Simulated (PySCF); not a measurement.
H₄Si₂, SMILES [SiH][SiH3] (connectivity only; charge and spin as stated), neutral, multiplicity 1.

Coordinates come from a PBE0-D3(BJ)/def2-TZVP optimisation. The isomer is the one that the SMILES or the coordinates give; other isomers of the formula were not compared.

Method: HF/def2-TZVPD (PySCF).

```json
{
 "total_energy": "-580.13403 hartree",
 "highest_occupied_level": "-8.82 eV",
 "lowest_empty_level": "-0.14 eV",
 "orbital_gap": "8.68 eV",
 "dipole_moment": "0.22 D",
 "quadrupole, principal values (traceless, Buckingham form, about the centre of nuclear charge)": "-5.15, -0.62, 5.77 D·Å",
 "mean_static_polarisability": "64.8 bohr³ (9.61 Å³)",
 "polarisability_principal_values": "54.2, 58.4, 81.9 bohr³"
}
```
